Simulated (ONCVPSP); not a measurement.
## An all-electron radial function and its pseudo partner (V)

Columns: radius, all-electron u(r) and pseudo u(r) of the 3s shell (level -73.49 eV) of vanadium in the configuration [Ne] 3s2 3p6 3d3 4s1.5; LDA (Perdew-Wang 92), scalar-relativistic, ONCV scheme, ONCVPSP 4.0.1.

| r (bohr) | all-electron | pseudo |
| --- | --- | --- |
| 0.118 | -0.2573 | 0.1659 |
| 0.235 | -0.5844 | 0.3451 |
| 0.353 | -0.1368 | 0.5430 |
| 0.470 | 0.4395 | 0.7409 |
| 0.588 | 0.8647 | 0.9145 |
| 0.705 | 1.0843 | 1.0324 |
| 0.822 | 1.1432 | 1.0795 |
| 0.940 | 1.0976 | 1.0556 |
| 1.058 | 0.9945 | 0.9752 |
| 1.175 | 0.8684 | 0.8622 |
| 1.292 | 0.7387 | 0.7375 |
| 1.410 | 0.6155 | 0.6154 |
| 1.528 | 0.5055 | 0.5054 |
| 1.645 | 0.4113 | 0.4112 |
| 1.763 | 0.3312 | 0.3312 |
| 1.880 | 0.2654 | 0.2653 |
| 1.998 | 0.2111 | 0.2110 |
| 2.115 | 0.1674 | 0.1674 |
| 2.232 | 0.1323 | 0.1323 |
| 2.350 | 0.1040 | 0.1040 |
| 2.468 | 0.0816 | 0.0816 |
| 2.585 | 0.0640 | 0.0640 |
| 2.702 | 0.0500 | 0.0500 |
| 2.820 | 0.0390 | 0.0390 |
| 2.938 | 0.0303 | 0.0303 |
| 3.055 | 0.0236 | 0.0236 |

Question: How many radial nodes do the two functions have?

Answer: The all-electron 3s function has n − l − 1 = 2 (the table is too coarse to show those close to the nucleus); the pseudo-wave has 0, since the states of the same l below it are removed with the core.

Question: At about which radius was the pseudo-wave matched?

Answer: 1.50 bohr, where the columns begin to agree (steps of 0.12 bohr).

Question: Is the pseudo-wave norm-conserving?

Answer: Yes: the ONCV scheme keeps the norm inside the radius equal to the all-electron one, which fixes the energy derivative of the logarithmic derivative at the level.
